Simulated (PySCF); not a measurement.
Computed properties of In(Cl)2(SeH) (Cl2HInSe), SMILES [Cl][In]([Cl])[SeH]

In(Cl)2(SeH) (Cl2HInSe), SMILES [Cl][In]([Cl])[SeH]. The structure is a stationary point at B3LYP-D3(BJ)/def2-SVP. The structure was generated by enumeration; whether it is a known compound was not checked. The def2 effective core potentials stand for the cores of In; spin–orbit coupling is left out. The values are those of a single conformer. All values are computed for the isolated molecule unless a solvent is named; none is compared with measurement here.

**Structure.** The optimised structure has Cs symmetry. All 9 harmonic modes at B3LYP-D3(BJ)/def2-SVP (PySCF) are real, so it is a minimum. With heavy atoms numbered as in [In:1]([Cl:2])([Cl:3])[SeH:4], the shortest bond between them is In1–Cl2 at 2.350 Å and the longest In1–Se4 at 2.511 Å.

**Vibrations.** The strongest infrared lines (harmonic, unscaled, degenerate partners summed) lie at 380 cm⁻¹ (54 km/mol, Cl 70 %, In 30 %), 358 cm⁻¹ (42 km/mol, Cl 75 %, In 23 %), 92 cm⁻¹ (8 km/mol, Cl 82 %, In 9 %, Se 8 %). The softest mode is at 63 cm⁻¹ and the zero-point energy is 6.4 kcal/mol.

**Electronic structure.** M06-2X/def2-TZVP (PySCF) places the frontier levels at -9.04 and -1.98 eV, a gap of 7.06 eV, and gives a dipole moment of 2.17 D and a mean polarisability of 87.9 bohr³. PBE/def2-TZVP (PySCF) at the same geometry gives -6.78 and -3.64 eV, so its gap is 3.92 eV narrower. An orbital gap is neither the optical nor the fundamental gap.

**Excitations.** TDA-M06-2X/def2-SVPD (PySCF) has S1 at 4.07 eV (305 nm, f = 0.011, weak); the most intense of the 10 singlets computed lies at 5.76 eV (f = 0.17). T1 (TDA) is at 3.75 eV, 0.32 eV under S1. TDA-PBE/def2-SVPD (PySCF) puts S1 at 3.21 eV. No vertical singlet excitation falls in the visible range (under 3.1 eV).
